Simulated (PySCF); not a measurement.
How the method changes the constants of OsN

State: doublet, unpaired electrons δ ↑, a mixture of terms (⟨Lz²⟩ = 5.4). Set-up: PySCF, spin-free X2C with a Gaussian nucleus, basis sets Os x2c-TZVPPall, N x2c-TZVPPall. De refers to Os (5d6 6s2) + N in their high-spin ground configurations, without counterpoise correction. The functionals are run spin-unrestricted. A positive dipole means Os(−)N(+). Levels whose curve was spin-contaminated or gave no clean fit are not listed.

```json
{"Level": "ROHF", "Re (Å)": "1.561", "ωe (cm⁻¹)": "1377", "De (eV)": "n/a", "μ (D)": "-2.32", "CPU s a point (SCF and correlation, without the integrals)": "3.5"}
{"Level": "ROHF-MP2", "Re (Å)": "1.648", "ωe (cm⁻¹)": "1070", "De (eV)": "n/a", "μ (D)": "n/a", "CPU s a point (SCF and correlation, without the integrals)": "6.7"}
{"Level": "ROHF-SCS-MP2", "Re (Å)": "1.641", "ωe (cm⁻¹)": "1095", "De (eV)": "n/a", "μ (D)": "n/a", "CPU s a point (SCF and correlation, without the integrals)": "n/a"}
{"Level": "PBE", "Re (Å)": "1.603", "ωe (cm⁻¹)": "1221", "De (eV)": "n/a", "μ (D)": "-1.52", "CPU s a point (SCF and correlation, without the integrals)": "3"}
{"Level": "revPBE", "Re (Å)": "1.606", "ωe (cm⁻¹)": "1210", "De (eV)": "n/a", "μ (D)": "-1.54", "CPU s a point (SCF and correlation, without the integrals)": "2.1"}
{"Level": "PW91", "Re (Å)": "1.603", "ωe (cm⁻¹)": "1221", "De (eV)": "n/a", "μ (D)": "-1.53", "CPU s a point (SCF and correlation, without the integrals)": "2.1"}
{"Level": "TPSS", "Re (Å)": "1.602", "ωe (cm⁻¹)": "1219", "De (eV)": "n/a", "μ (D)": "-1.67", "CPU s a point (SCF and correlation, without the integrals)": "3.8"}
{"Level": "r²SCAN", "Re (Å)": "1.586", "ωe (cm⁻¹)": "1256", "De (eV)": "n/a", "μ (D)": "-1.62", "CPU s a point (SCF and correlation, without the integrals)": "3.8"}
{"Level": "PBE0", "Re (Å)": "1.586", "ωe (cm⁻¹)": "1279", "De (eV)": "n/a", "μ (D)": "-1.78", "CPU s a point (SCF and correlation, without the integrals)": "8.1"}
{"Level": "MN15", "Re (Å)": "1.585", "ωe (cm⁻¹)": "1296", "De (eV)": "n/a", "μ (D)": "-1.57", "CPU s a point (SCF and correlation, without the integrals)": "7.2"}
```

The bond length runs from 1.561 Å (ROHF) to 1.648 Å (ROHF-MP2).

Correlated steps freeze 24 core orbitals. De is left out where the level can put another filling of the metal’s s and d shells below the measured ground configuration, by anything from nothing to about 1 eV. Spin–orbit coupling is left out, which matters for elements this heavy, above all for dissociation energies. UHF is strongly spin-contaminated for OsN, so the ROHF reference used there is far from stable. The state is the lowest single determinant that the PBE0 search found; with open d or f shells the true ground state can be another one.

The whole job (state search and all levels along the bond) took about 14 min on 2 threads of Intel Xeon Platinum 8488C (shared host), peak memory 8.6 GiB.
